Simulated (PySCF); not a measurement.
**Lu(NH2)3 at several levels of theory**

Computed with PySCF 2.14.0 (density fitting, no spin-orbit coupling) at the geometry relaxed with TPSS:

```xyz
10
Lu(NH2)3 (singlet in the valence; each metal's 4f electrons, 14 of them, lie in its core potential, out of spins and levels)
Lu    0.0019    0.0014   -0.0154
N     2.1255    0.0039    0.2232
H     2.7394   -0.8127    0.3325
H     2.7533    0.8168    0.2572
N    -1.0550    1.8478   -0.2227
H    -0.6671    2.7990   -0.2220
H    -2.0680    1.9747   -0.3395
N    -1.0682   -1.8489   -0.0093
H    -0.6794   -2.7945    0.0985
H    -2.0824   -1.9874   -0.1026
```

```tsv
level	basis	state	HOMO (eV)	gap (eV)	charge on Lu1 (e)	population of f-type functions on Lu1 (polarisation alone where 4f lies in the core)	dipole about the centre of mass (D)	largest force component (eV/Å)
TPSS	Lu lcecp-1-SVP with ECP60, N def2-SVP, H def2-SVP	singlet	-4.86	3.32	0.78	0.05	0.03	0.02
wB97X	the same	singlet	-8.69	9.22	0.87	0.05	0.04	0.34
CAM-B3LYP	the same	singlet	-7.61	7.24	0.83	0.05	0.03	0.30
PBE0	the same	singlet	-6.18	5.09	0.86	0.05	0.03	0.33
BLYP	the same	singlet	-4.70	2.86	0.62	0.04	0.03	0.14
```

In the lcecp rows the 4f levels are missing from HOMO and gap, and the state counts the valence alone.

Charges are Mulliken's, which hang on the basis. The relaxation used the grid (50, 194), these runs (75, 302) or, all-electron (x2c bases, spin-free X2C Hamiltonian), (99, 590).

Q: What does TPSS with Lu lcecp-1-TZVP with ECP60, N def2-TZVP, H def2-TZVP give here?

A: state singlet, HOMO (eV) -5.05, gap (eV) 3.41, charge on Lu1 (e) 1.51, population of f-type functions on Lu1 (polarisation alone where 4f lies in the core) 0.04, dipole about the centre of mass (D) 0.04, largest force component (eV/Å) 0.48. Time: 26 s on 2 threads of Arm Neoverse V1 (shared host), from free ions and atoms.

In the first row's basis the gap widens with exact exchange: 2.9 to 3.3 eV for BLYP, TPSS (none); 5.1 eV for PBE0 (a fixed share); 7.2 to 9.2 eV for CAM-B3LYP, wB97X (rising or full at long range).

No frequency check is given that shows the relaxed geometry to be a minimum. An lcecp potential fixes the number of 4f electrons, so in runs with it no electron can move into or out of that shell.
